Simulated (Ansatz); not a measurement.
Energy difference 2 R1 → P1 + P2, each structure at its B3LYP-D3(BJ)/def2-TZVP stationary point, reached from a drawn start (curvature not checked).
P1, Cl3NbO (SMILES [O]=[Nb]([Cl])([Cl])[Cl]) (charge 0, multiplicity 1):
| atom | x (Å) | y (Å) | z (Å) |
|---|---|---|---|
| Nb | 0.0494 | 0.0486 | 0.0494 |
| O | 1.0296 | 1.0142 | 1.0289 |
| Cl | 1.4138 | -1.2537 | -1.2478 |
| Cl | -1.2345 | 1.4329 | -1.2453 |
| Cl | -1.2583 | -1.2421 | 1.4149 |
R1, Cl2NbO (SMILES [O]=[Nb]([Cl])[Cl]) (charge 0, multiplicity 2, Z-matrix in Å and degrees):
```
Nb
O 1 1.6924
Cl 1 2.3104 2 115.38
Cl 1 2.3105 2 115.38 3 179.65
```
P2, ClNbO (SMILES [O]=[Nb][Cl]) (charge 0, multiplicity 3):
```csv
atom,x (Å),y (Å),z (Å)
Nb,0.1887,0.0052,-0.7062
O,1.6137,-0.0062,0.2075
Cl,-1.8024,0.0010,0.4986
```

P less R. No zero-point or thermal terms; singlets are restricted closed shells; open shells are unrestricted; no spin–orbit coupling. The spin states of the d-block species are the ones drawn and need not be the lowest.

Frozen-core correlation throughout.

The values were computed with Ansatz (Gaussian basis) for Hartree–Fock, density functionals and correlated methods. No computed number here is a measurement. Elements past Kr take the def2 small-core potentials, without spin–orbit coupling.

Total energies in hartree:

```tsv
structure	PBE/def2-TZVPP	B3LYP/def2-TZVPP	CCSD(T)/def2-QZVPP
P1	-1512.560684	-1513.221752	-1511.268101
R1	-1052.426281	-1052.893445	-1051.408583
P2	-592.283326	-592.549992	-591.530538
```

Problem. Work out the reaction energy at each level in kcal/mol (1 hartree = 627.50947 kcal/mol), and say how far PBE/def2-TZVPP lies from CCSD(T)/def2-QZVPP.

Solution. 
- PBE/def2-TZVPP: (-1512.560684) + (-592.283326) − 2 × (-1052.426281) = 0.008552 hartree = 5.37 kcal/mol
- B3LYP/def2-TZVPP: (-1513.221752) + (-592.549992) − 2 × (-1052.893445) = 0.015146 hartree = 9.50 kcal/mol
- CCSD(T)/def2-QZVPP: (-1511.268101) + (-591.530538) − 2 × (-1051.408583) = 0.018527 hartree = 11.63 kcal/mol
PBE/def2-TZVPP less CCSD(T)/def2-QZVPP: -6.26 kcal/mol. CCSD(T)/def2-QZVPP is the level counted from, the highest shown, and no exact or measured value.

Ansatz is a first-principles code.
